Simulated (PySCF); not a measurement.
# Atomic charges by several schemes

C5H10OSSi.
Structure used (GFN2-xTB), in Å, numbered top down from 1:
```xyz
18
C5H10OSSi angstrom
C     -2.550    1.156   -0.560
C     -2.026    0.070   -1.501
C     -0.736   -0.420   -1.064
C      0.339   -0.824   -0.696
Si     1.983   -1.346   -0.036
O      2.210   -2.948   -0.052
S      2.033   -0.685    2.021
C      1.657    1.075    1.781
H     -1.864    2.000   -0.533
H     -2.654    0.766    0.451
H     -3.521    1.509   -0.899
H     -2.730   -0.767   -1.533
H     -1.927    0.469   -2.515
H      3.091   -0.787   -0.791
H      1.931   -3.499    0.675
H      0.770    1.172    1.163
H      2.504    1.565    1.311
H      1.481    1.501    2.764
```

Density: PBE0/pcSseg-1 (PySCF); schemes: Mulliken, IAO, Hirshfeld and ESP-fitted. Isolated species at its GFN2-xTB geometry (one conformer only).

Task: For which atoms does the sign change between the 4 schemes (beyond +0.03 e in one, beyond −0.03 e in another)?

Result: C2. Atomic charges aren't observables, and each scheme defines them in its own way.

Task: Do the Mulliken, IAO, Hirshfeld and ESP-fitted schemes agree on where the charge is highest?

Result: All schemes agree: Mulliken Si5 (+0.895); IAO Si5 (+1.094); Hirshfeld Si5 (+0.397); ESP-fitted Si5 (+0.655).

Task: Do the Mulliken, IAO, Hirshfeld and ESP-fitted schemes agree on where the charge is lowest?

Result: All schemes agree: Mulliken O6 (-0.537); IAO O6 (-0.781); Hirshfeld O6 (-0.300); ESP-fitted O6 (-0.652).

Task: What partial charge does each atom carry?

Result: In e:

```
atom                environment  Mulliken     IAO  Hirshfeld  ESP-fitted
  C1              methyl carbon    -0.286  -0.409     -0.107      -0.269
  C2         propargylic carbon    -0.213  -0.272     -0.046      +0.207
  C3              alkyne carbon    +0.027  +0.012     -0.012      -0.084
  C4              alkyne carbon    -0.465  -0.419     -0.188      -0.315
 Si5       oxygen-bound silicon    +0.895  +1.094     +0.397      +0.655
  O6             silanol oxygen    -0.537  -0.781     -0.300      -0.652
  S7  sulfur bonded to C and Si    -0.346  -0.219     -0.123      -0.342
  C8            S-methyl carbon    -0.411  -0.496     -0.118      -0.293
  H9            methyl hydrogen    +0.126  +0.147     +0.044      +0.090
 H10            methyl hydrogen    +0.128  +0.150     +0.045      +0.091
 H11            methyl hydrogen    +0.120  +0.146     +0.047      +0.059
 H12         methylene hydrogen    +0.157  +0.169     +0.060      +0.030
 H13         methylene hydrogen    +0.156  +0.167     +0.059      +0.026
 H14              Si–H hydrogen    -0.085  -0.144     -0.075      -0.062
 H15          hydroxyl hydrogen    +0.253  +0.374     +0.183      +0.455
 H16            methyl hydrogen    +0.169  +0.158     +0.037      +0.100
 H17            methyl hydrogen    +0.153  +0.156     +0.045      +0.120
 H18            methyl hydrogen    +0.159  +0.170     +0.052      +0.185
```

Mean size of the charges over all atoms: IAO 0.305 e, Mulliken 0.260 e, ESP-fitted 0.224 e, Hirshfeld 0.108 e. Each set sums to the total charge, 0, to within 0.001 e. The IAO scheme counts the electrons in orthogonalised intrinsic atomic orbitals, a minimal basis polarised so that it spans the occupied orbitals exactly. The Hirshfeld scheme divides the density at each point in proportion to the densities of the neutral, spherically averaged free atoms.

Task: How closely do the schemes follow one another over all atoms?

Result: Correlation coefficient and root-mean-square difference: Mulliken with IAO 0.98, 0.095 e; IAO with Hirshfeld 0.98, 0.259 e; Mulliken with Hirshfeld 0.97, 0.192 e; Hirshfeld with ESP-fitted 0.94, 0.165 e; IAO with ESP-fitted 0.90, 0.184 e; Mulliken with ESP-fitted 0.90, 0.146 e.

Task: Sum the charges by element, for elements with more than one atom.

Result: 
```csv
element,atoms,Mulliken,IAO,Hirshfeld,ESP-fitted
C,5,-1.349,-1.585,-0.471,-0.754
H,10,+1.336,+1.491,+0.497,+1.093
```
